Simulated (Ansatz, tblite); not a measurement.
Adding an electron: the cluster Tl2H⁺. Charge 1, multiplicity 1. Geometry: PBE0-D4/def2-TZVP. Ansatz, gas phase; energy differences of separate SCF runs; the reduced species was run as a doublet alone.

| atom | x (Å) | y (Å) | z (Å) |
| --- | --- | --- | --- |
| Tl1 | 1.1180 | 1.3359 | -1.2331 |
| Tl2 | -1.1172 | -1.3360 | 1.2336 |
| H3 | -0.0008 | 0.0001 | -0.0005 |

In the def2 sets Tl takes a core potential; there is no spin–orbit coupling. The xTB rows come from tblite. HOMO above LUMO, or a gap near zero within one spin, warns that the state may not be the lowest or that an electron is smeared out. The structure comes from a short search, and lower isomers may exist.

(1) Estimate orbital energies and vertical electron affinities at: GFN1-xTB; GFN2-xTB; PBE-D4/def2-TZVP; r2SCAN-D4/def2-TZVP; PBE0-D4/def2-TZVP.

Results:

(1) 
```tsv
level	−HOMO (eV)	−LUMO (eV)	vertical EA (eV)	HOMO–LUMO gap (eV)	remarks
GFN1-xTB	13.71	9.26	7.27	4.45	–
GFN2-xTB	13.72	6.73	5.74	7.00	–
PBE-D4/def2-TZVP	9.96	6.78	4.71	3.18	gap within one spin near zero (doublet)
r2SCAN-D4/def2-TZVP	10.16	6.45	4.71	3.71	–
PBE0-D4/def2-TZVP	10.80	6.04	4.59	4.75	–
```

  Raw xTB energy differences between charge states are shifted by several eV; the methods need an empirical correction for them.
